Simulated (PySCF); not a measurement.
**Nonlinear optical response: 3-chlorothioanisole (CSc1cccc(Cl)c1, C$_{7}$H$_{7}$ClS)**

Geometry:
```json
{"atom": "C1", "x (Å)": "-2.696", "y (Å)": "-1.116", "z (Å)": "-0.541"}
{"atom": "S2", "x (Å)": "-1.875", "y (Å)": "0.476", "z (Å)": "-0.697"}
{"atom": "C3", "x (Å)": "-0.221", "y (Å)": "0.124", "z (Å)": "-0.212"}
{"atom": "C4", "x (Å)": "0.682", "y (Å)": "1.200", "z (Å)": "-0.226"}
{"atom": "C5", "x (Å)": "2.006", "y (Å)": "1.004", "z (Å)": "0.144"}
{"atom": "C6", "x (Å)": "2.465", "y (Å)": "-0.254", "z (Å)": "0.535"}
{"atom": "C7", "x (Å)": "1.562", "y (Å)": "-1.312", "z (Å)": "0.545"}
{"atom": "Cl8", "x (Å)": "2.097", "y (Å)": "-2.890", "z (Å)": "1.026"}
{"atom": "C9", "x (Å)": "0.227", "y (Å)": "-1.142", "z (Å)": "0.178"}
{"atom": "H10", "x (Å)": "-3.740", "y (Å)": "-0.940", "z (Å)": "-0.834"}
{"atom": "H11", "x (Å)": "-2.678", "y (Å)": "-1.485", "z (Å)": "0.495"}
{"atom": "H12", "x (Å)": "-2.262", "y (Å)": "-1.867", "z (Å)": "-1.217"}
{"atom": "H13", "x (Å)": "0.337", "y (Å)": "2.191", "z (Å)": "-0.529"}
{"atom": "H14", "x (Å)": "2.700", "y (Å)": "1.849", "z (Å)": "0.129"}
{"atom": "H15", "x (Å)": "3.502", "y (Å)": "-0.418", "z (Å)": "0.827"}
{"atom": "H16", "x (Å)": "-0.437", "y (Å)": "-2.005", "z (Å)": "0.205"}
```

Computed, not measured: quadratic response CAM-B3LYP/aug-cc-pVDZ first hyperpolarisability, Taylor convention, gas phase (PySCF 2.14.0). Geometry: PBE0-D3(BJ)/def2-SVP.

(1) What is the first hyperpolarisability, and how does it disperse?

(2) Which lowest excitations, dipole and polarisabilities go with it?

Answers

(1) In au, Taylor convention; the vector part is βᵢ = ⅓ Σⱼ (βᵢⱼⱼ + βⱼᵢⱼ + βⱼⱼᵢ); β∥ is 3/5 of the vector part along the dipole, the dipole points from − to +:
```tsv
process	λ (nm)	β vector norm	β∥	β HRS	depolarisation ratio
static β(0;0,0)	∞	341.1	148.9	168.0	3.25
second harmonic β(−2ω;ω,ω)	1907	374.4	166.8	183.0	3.31
Pockels β(−ω;ω,0)	1907	351.6	154.6	–	–
second harmonic β(−2ω;ω,ω)	1064	468.9	218.5	225.1	3.47
Pockels β(−ω;ω,0)	1064	376.9	168.2	–	–
```

(2) S1 4.82 eV (f = 0.018); S2 5.20 eV (f = 0.213); S3 5.27 eV (f = 0.000); dipole 0.96 D; isotropic α 120.1 au static, 120.6 au at 1907 nm, 121.8 au at 1064 nm, 122.2 au at 953.5 nm, 127.4 au at 532 nm.
